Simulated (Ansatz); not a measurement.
Computed with Ansatz on PBE0-D4/def2-TZVP structures; ΔE is electronic, products minus reactants. CBS: MP2 limit from def2 TZ/QZ plus the TZ coupled-cluster correction, frozen cores. DFT in def2-TZVPP. B3LYP here is the variant with VWN-RPA as its local correlation; programs differ in this. def2 core potentials past Kr. For Ge, In outer-core shells are correlated without core-valence functions, which leaves a few kJ/mol of doubt a bond. Scalar relativity is left out up to krypton. Each species was taken in one conformer, which may not be the lowest.

Consider the redistribution: `C[CH2][Ge][OH]` + `CC(C)[O][InH][NH2]` → `CC(C)[O][Ge][OH]` + `C[CH2][InH][NH2]`.

**Question.** Is it downhill or uphill in electronic energy at CCSD(T)/CBS, and by how much? (Best estimate.)

**Answer.** The calculation gave: Downhill: ΔE = -58.6 kJ/mol.

**Question.** What do these levels give: r2SCAN-D4, PBE0-D4, B3LYP-D4, MP2/def2-QZVPP, HF/CBS(def2), CCSD/CBS(def2)? (Estimate.)

**Answer.** The calculation gave: r2SCAN-D4 -63.6, PBE0-D4 -62.8, B3LYP-D4 -64.8, MP2/def2-QZVPP -64.9, HF/CBS(def2) -59.1, CCSD/CBS(def2) -58.1 kJ/mol.

Largest T1 diagnostic among the species: 0.015.

In def2-TZVPP, CCSD(T) changes the Hartree–Fock value by −3.2 kJ/mol (the triples alone add −0.4 kJ/mol) and MP2 by −7.9 kJ/mol.
